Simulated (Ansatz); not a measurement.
Start from `N[Si]F` and change one atom or group to get `F[Si]Br`.

Ansatz, PBE0-D4/def2-TZVP geometries, multiplicity 1. Each molecule was computed in one conformer, which needn't be the lowest.

Scalar relativity is left out up to krypton.

```
                                                                                  property  `N[Si]F`
ideal-gas entropy at 298 K and 1 bar (rigid rotor, harmonic PBE0-D4/def2-TZVP) / J/(mol·K)       270
                                                     HOMO–LUMO gap (B3LYP/def2-TZVPP) / eV      5.68
                                            zero-point energy (PBE0-D4/def2-TZVP) / kJ/mol      75.2
                                                         LUMO energy (PBE/def2-TZVPP) / eV     -1.92
                                                       HOMO–LUMO gap (PBE/def2-TZVPP) / eV      4.08
                                                       HOMO energy (B3LYP/def2-TZVPP) / eV     -6.98
```

(1) Give the same properties after the change, and the shifts. (An estimate is asked.)

Answers

(1) Computed: 
```json
{"property": "ideal-gas entropy at 298 K and 1 bar (rigid rotor, harmonic PBE0-D4/def2-TZVP) / J/(mol·K)", "`F[Si]Br`": "287", "shift": "17"}
{"property": "HOMO–LUMO gap (B3LYP/def2-TZVPP) / eV", "`F[Si]Br`": "4.81", "shift": "-0.87"}
{"property": "zero-point energy (PBE0-D4/def2-TZVP) / kJ/mol", "`F[Si]Br`": "9.0", "shift": "-66.2"}
{"property": "LUMO energy (PBE/def2-TZVPP) / eV", "`F[Si]Br`": "-3.43", "shift": "-1.51"}
{"property": "HOMO–LUMO gap (PBE/def2-TZVPP) / eV", "`F[Si]Br`": "3.29", "shift": "-0.79"}
{"property": "HOMO energy (B3LYP/def2-TZVPP) / eV", "`F[Si]Br`": "-7.64", "shift": "-0.66"}
```

With PBE0 the HOMO falls by 0.69 eV and the LUMO falls by 1.55 eV, so the gap narrows by about 0.86 eV. PBE moves the HOMO by -0.72 eV and ωB97M-V by -0.56 eV. The zero-point energy changes by -66.2 kJ/mol with -6 modes.

B3LYP here is the variant with VWN-RPA as its local correlation; programs differ in this.

Spin–orbit coupling is left out; it splits and shifts lone-pair levels of the heavy atoms by tenths of an eV.
